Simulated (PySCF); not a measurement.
Isomers of C6H9P, mass 112.044 u with the commonest isotopes. Theory: PySCF 2.14.0, PBE0-D3(BJ)/def2-SVP geometry optimisation, gas phase. One conformer each, none proved a minimum here; rigid rotors.

**Question.** Order these by rotational constant A, smallest first.
A. `Cc1c[pH]c(c1)C`
B. `[CH3:1][C:2]#[C:3][PH:4][CH:5]1[CH2:6][CH2:7]1` with C3–P4–C5–C6 -96°
C. `[CH2:1]=[CH:2][P:3]([CH3:4])[C:5]#[C:6][CH3:7]` with C1–C2–P3–C4 24°

**Answer.** A (3746 MHz), C (3956 MHz), B (5472 MHz).

**Question.** Order these by rotational constant B, largest first.
A. `[CH2:1]=[CH:2][P:3]([CH3:4])[C:5]#[C:6][CH3:7]` with C1–C2–P3–C4 24°
B. `[CH3:1][C:2]#[C:3][PH:4][CH:5]1[CH2:6][CH2:7]1` with C3–P4–C5–C6 -96°
C. `CC1=CPC(C)=C1`

**Answer.** C (1776 MHz), A (1087 MHz), B (957.0 MHz).

**Question.** Order these by out-of-plane moment Σ m c² = (Ia + Ib − Ic)/2, largest first.
A. `Cc1c[pH]c(C)c1`
B. `[CH3:1][C:2]#[C:3][PH:4][CH:5]1[CH2:6][CH2:7]1` with C3–P4–C5–C6 -96°
C. `[CH2:1]=[CH:2][P:3]([CH3:4])[C:5]#[C:6][CH3:7]` with C1–C2–P3–C4 24°

**Answer.** C (32.84 u·Å²), B (15.32 u·Å²), A (5.09 u·Å²).

```tsv
SMILES	point group	Ia (u·Å²)	Ib (u·Å²)	Ic (u·Å²)	κ	μa (D)	μb (D)	μc (D)
CC#CPC1CC1	C1	92.35	528.08	589.78	-0.96	0.53	1.19	0.84
Cc1c[pH]c(C)c1	–	134.90	284.51	409.23	-0.57	0.27	0.92	0.52
C=CP(C)C#CC	C1	127.74	464.74	526.80	-0.91	0.79	0.19	1.25
```
